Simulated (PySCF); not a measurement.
From one molecule to another.

First species: C8H11NS.
InChI=1S/C8H11NS/c1-2-5-9(4-1)8-3-6-10-7-8/h3,6-7H,1-2,4-5H2

Second species: C₄H₇F.
SMILES with atom numbers: `[CH3:1]/[CH:2]=[CH:3]\[CH2:4][F:5]` (hydrogens: H6, H7, H8 on C1; H9 on C2; H10 on C3; H11, H12 on C4)

Levels: CAM-B3LYP/def2-SVPD for HOMO energy, LUMO energy, HOMO–LUMO gap and static isotropic polarisability; TDDFT CAM-B3LYP/def2-SVPD for lowest singlet excitation; TDA CAM-B3LYP/def2-SVPD for lowest triplet excitation (Tamm–Dancoff); ΔSCF CAM-B3LYP/def2-SVPD for vertical ionisation energy. Geometries: PBE0-D3(BJ)/def2-SVP. Each structure is a single optimised conformer of the isolated species, non-relativistic unless stated; the electronic structure was computed with PySCF and density fitting.

The conformers computed, where there is a choice (atom-mapped SMILES and torsion angles):
- `[CH3:1]/[CH:2]=[CH:3]\[CH2:4][F:5]`: C2–C3–C4–F5 -135°

The conformers of `c1cc(N2CCCC2)cs1` aren't listed.

Values for the first species:

- HOMO energy: -6.44 eV
- LUMO energy: 0.96 eV
- HOMO–LUMO gap: 7.40 eV
- Lowest singlet excitation: 4.65 eV
- Lowest triplet excitation (Tamm–Dancoff): 3.32 eV
- Static isotropic polarisability: 119.3 au
- Vertical ionisation energy: 6.96 eV

(1) Estimate the same properties for the second species, and the change in each.

## Answers

(1) 
| property | first | second | second less first |
| --- | --- | --- | --- |
| HOMO energy | -6.44 eV | -8.82 eV | -2.38 eV |
| LUMO energy | 0.96 eV | 1.14 eV | +0.18 eV |
| HOMO–LUMO gap | 7.40 eV | 9.96 eV | +2.56 eV |
| lowest singlet excitation | 4.65 eV | 7.12 eV | +2.47 eV |
| lowest triplet excitation (Tamm–Dancoff) | 3.32 eV | 4.29 eV | +0.97 eV |
| static isotropic polarisability | 119.3 au | 52.3 au | -67.0 au |
| vertical ionisation energy | 6.96 eV | 9.75 eV | +2.79 eV |

On the first: The polarisability is 17.68 Å³ as a volume (1 au = 0.148185 Å³), or 1.46 au for each of the 82 electrons. The principal polarisabilities are 82.8, 117.6 and 157.6 au; their mean is the isotropic value.

On the second: The vertical singlet–triplet gap S1 − T1 is 2.83 eV (TDDFT singlet less Tamm–Dancoff triplet; S1: HOMO→LUMO+1, weight 0.57; T1: HOMO→LUMO, weight 0.88). S1 lies 2.84 eV below the HOMO–LUMO gap; its leading configuration is HOMO→LUMO+1, weight 0.57.
